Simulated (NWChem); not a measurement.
System: Mg

### Question
Give the principal values of the shielding tensors (ppm) of Mg1 from B3LYP/pcSseg-2, GIAO (NWChem), with their diamagnetic and paramagnetic parts as GIAO splits them.

### Answer
```tsv
atom	σ11	σ22	σ33	isotropic	diamagnetic	paramagnetic
Mg1	709.0	709.0	709.0	709.0	709.0	0.0
```
